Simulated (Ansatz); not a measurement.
Relaxation of CH₈Ge (10 atoms, charge 0, multiplicity 1), to a largest force component of 0.03 eV/Å in at most 50 steps.

These are results of RKS PBE0/def2-mTZVP in Ansatz 0.2.0, not measurements.

```xyz
10
Properties=species:S:1:pos:R:3:forces:R:3
Ge -0.049 0.196 0.144 -0.08 0.21 -0.10
C -0.020 0.131 2.104 -0.11 0.31 0.12
H -0.723 -0.610 2.485 0.00 0.00 0.00
H 0.975 -0.106 2.479 0.00 0.01 0.00
H -0.306 1.101 2.515 -0.01 0.01 0.00
H 1.363 0.014 -0.440 0.00 0.00 0.00
H -0.585 1.564 -0.328 0.00 0.00 0.00
H -0.963 -0.894 -0.445 0.00 0.00 0.00
H 0.827 -2.306 0.904 0.29 -0.85 -1.22
H 0.721 -1.993 1.530 -0.10 0.32 1.20
```

Q: Where does it end, and by what steps?

A: The forces met the threshold. The force dipped under the threshold on the way, but the program's further checks kept it going. After 16 steps the energy has fallen by 0.236 eV; H10 moved furthest, 1.43 Å.

```json
{"step": "0", "energy less start (eV)": "0.0000", "largest force component (eV/Å)": "1.223", "accepted": "yes"}
{"step": "1", "energy less start (eV)": "-0.1226", "largest force component (eV/Å)": "0.194", "accepted": "yes"}
{"step": "2", "energy less start (eV)": "-0.1653", "largest force component (eV/Å)": "0.131", "accepted": "yes"}
{"step": "3", "energy less start (eV)": "-0.1847", "largest force component (eV/Å)": "0.038", "accepted": "yes"}
{"step": "4", "energy less start (eV)": "-0.1927", "largest force component (eV/Å)": "0.105", "accepted": "yes"}
{"step": "5", "energy less start (eV)": "-0.1959", "largest force component (eV/Å)": "0.250", "accepted": "yes"}
{"step": "6", "energy less start (eV)": "-0.1995", "largest force component (eV/Å)": "0.248", "accepted": "yes"}
{"step": "7", "energy less start (eV)": "-0.2197", "largest force component (eV/Å)": "0.032", "accepted": "yes"}
{"step": "8", "energy less start (eV)": "-0.2251", "largest force component (eV/Å)": "0.190", "accepted": "yes"}
{"step": "9", "energy less start (eV)": "-0.2274", "largest force component (eV/Å)": "0.238", "accepted": "yes"}
{"step": "10", "energy less start (eV)": "-0.2342", "largest force component (eV/Å)": "0.032", "accepted": "yes"}
{"step": "11", "energy less start (eV)": "-0.2353", "largest force component (eV/Å)": "0.005", "accepted": "yes"}
{"step": "12", "energy less start (eV)": "-0.1830", "largest force component (eV/Å)": "1.406", "accepted": "no"}
{"step": "13", "energy less start (eV)": "-0.2356", "largest force component (eV/Å)": "0.019", "accepted": "yes"}
{"step": "14", "energy less start (eV)": "-0.2358", "largest force component (eV/Å)": "0.076", "accepted": "yes"}
{"step": "15", "energy less start (eV)": "-0.2360", "largest force component (eV/Å)": "0.024", "accepted": "yes"}
{"step": "16", "energy less start (eV)": "-0.2361", "largest force component (eV/Å)": "0.020", "accepted": "yes"}
```

```xyz
10
Properties=species:S:1:pos:R:3
Ge -0.150 0.445 0.140
C -0.140 0.419 2.095
H -1.151 0.292 2.484
H 0.474 -0.403 2.465
H 0.263 1.352 2.490
H 1.279 0.634 -0.406
H -1.028 1.598 -0.383
H -0.706 -0.881 -0.415
H 1.122 -3.049 0.899
H 1.277 -3.311 1.579
```

Time of the run: 39 s on 1 thread of Arm Neoverse V2, on a shared host, peak memory 0.15 GiB.
